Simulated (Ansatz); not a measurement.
Stepwise reaction of `[NH]=[V]([NH2])([OH])[OH]` with ammonia, as a gas-phase model of exchange steps in deposition or etching. ΔE in kJ/mol; ΔG adds harmonic PBE0-D4 terms to CCSD(T)/CBS, at 1 bar.

Computed with Ansatz on PBE0-D4/def2-TZVP structures; ΔE is electronic, products minus reactants. CCSD(T)/CBS adds triple-zeta CCSD(T) − MP2 to the extrapolated MP2 energy (def2 sets, frozen cores). This one scheme is used for every species. Functionals use def2-TZVPP. B3LYP here is the variant with VWN-RPA as its local correlation; programs differ in this. For V outer-core shells are correlated without core-valence functions, which leaves a few kJ/mol of doubt a bond. Scalar relativity is left out up to krypton. Each species was taken in one conformer, which may not be the lowest.

| step | reaction | PBE-D4 | B3LYP-D4 | ωB97M-V | CCSD(T)/CBS | ΔG(500 K) |
| --- | --- | --- | --- | --- | --- | --- |
| 2 | `[NH]=[V]([NH2])([NH2])[OH]` + NH₃ → `[NH]=[V]([NH2])([NH2])[NH2]` + H₂O | 52.2 | 51.8 | 51.0 | 44.8 | 51.3 |

Q: Give the row of step 1, `[NH]=[V]([NH2])([OH])[OH]` + NH₃ → `[NH]=[V]([NH2])([NH2])[OH]` + H₂O. (Estimate.)

A: The calculation gave: 
```tsv
step	reaction	PBE-D4	B3LYP-D4	ωB97M-V	CCSD(T)/CBS	ΔG(500 K)
1	`[NH]=[V]([NH2])([OH])[OH]` + NH₃ → `[NH]=[V]([NH2])([NH2])[OH]` + H₂O	52.7	51.9	51.5	45.4	33.3
```

Q: By hand: ΔE of the 2 steps together at CCSD(T)/CBS.

A: (45.4) + (44.8) = 90.2 kJ/mol, or 45.1 kJ/mol a step.

In ΔE the steps differ by no more than 0.6 kJ/mol. All are uphill at CCSD(T)/CBS. ΔG lies between 33.3 and 51.3 kJ/mol a step. PBE-D4 differs from CCSD(T)/CBS by 7.3 to 7.4 kJ/mol a step. Isolated molecules leave out the surface, adducts and barriers. Largest T1 diagnostic: 0.032.
